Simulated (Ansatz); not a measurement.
A structure relaxed at PBE-D4/def2-TZVP in Ansatz, charge 0, doublet:

```xyz
4

Ti   -0.120    0.100    0.205
H     0.872   -1.113    0.941
H     0.707    1.487   -0.417
H    -1.459   -0.474   -0.729
```

Q: Give its formula, name or SMILES and point group.

A: TiH₃. Point group C3v (tolerance 0.1 Å).

Q: Summarise the bond lengths by kind (pairs closer than 1.2 times the sum of covalent radii, bridged metal pairs left out).

A: 3 × H–Ti 1.73 Å. The metal has 3 neighbours: H 1.73 Å, H 1.73 Å, H 1.73 Å.
